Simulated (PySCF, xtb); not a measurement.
CH₅F₂NSi, SMILES N[SiH2]C(F)F. One conformer was computed; it need not be the lowest.

Harmonic wavenumbers (cm⁻¹) from GFN2-xTB run with xtb 6.7.1 at its own minimum, in rising order: 40, 138, 245, 265, 296, 461, 512, 531, 553, 670, 703, 780, 824, 924, 996, 1081, 1242, 1281, 1505, 2249, 2306, 2902, 3462, 3506.

Question: What does PBE-D3(BJ)/def2-SVP run with PySCF give at its own minimum? (Estimate from the structure and the level; the computed values follow.)

Answer: 66, 111, 193, 263, 311, 428, 489, 565, 638, 737, 795, 843, 893, 930, 1027, 1087, 1276, 1310, 1492, 2130, 2183, 2944, 3484, 3579. Paired by order, the mean absolute difference is 45 cm⁻¹ and the zero-point energies are 39.3 and 39.7 kcal/mol.
